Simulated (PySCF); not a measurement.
One molecule, a ladder of functionals, a line

Molecule: `N[SiH2]C#C[SiH3]`, C2H7NSi2.

Bonds (- single, = double, # triple, : aromatic): N1-Si2 1.725 Å, Si2-C3 1.851 Å, C3#C4 1.226 Å, C4-Si5 1.833 Å. N1 carries H6, H7; Si2 carries H8, H9; Si5 carries H10, H11, H12.

GIAO shieldings (ppm, equivalent atoms averaged) in PySCF 2.14 on the PBE0-D3(BJ)/def2-SVP geometry, basis pcSseg-2, gas phase, non-relativistic:

```tsv
functional	exact exchange (%)	σ(Si2)	σ(Si5)	σ(C3)
BLYP	0	382.0	418.1	50.3
BP86	0	389.8	426.2	53.8
PBE	0	390.5	428.3	53.1
B3LYP	20	393.1	427.2	52.8
PBE0	25	404.3	439.3	56.3
BHandHLYP	50	410.2	441.6	56.5
HF	100	443.0	470.0	63.9
```

(1) Fit each shielding as a line in the percentage of exact exchange.

(2) What does the line predict for mPW1PW91 (25 %), and what does the run give?

Answers

(1) σ(Si2) = 386.6 + 0.55 x (rms 3.8 ppm); σ(Si5) = 423.3 + 0.45 x (rms 4.3 ppm); σ(C3) = 52.1 + 0.11 x (rms 1.4 ppm). The functionals also differ in their semilocal parts, which the line can't hold; Hartree–Fock has no correlation at all.

(2) σ(Si2): 400.4 predicted, 403.2 computed; σ(Si5): 434.6 predicted, 437.4 computed; σ(C3): 54.9 predicted, 56.0 computed ppm.
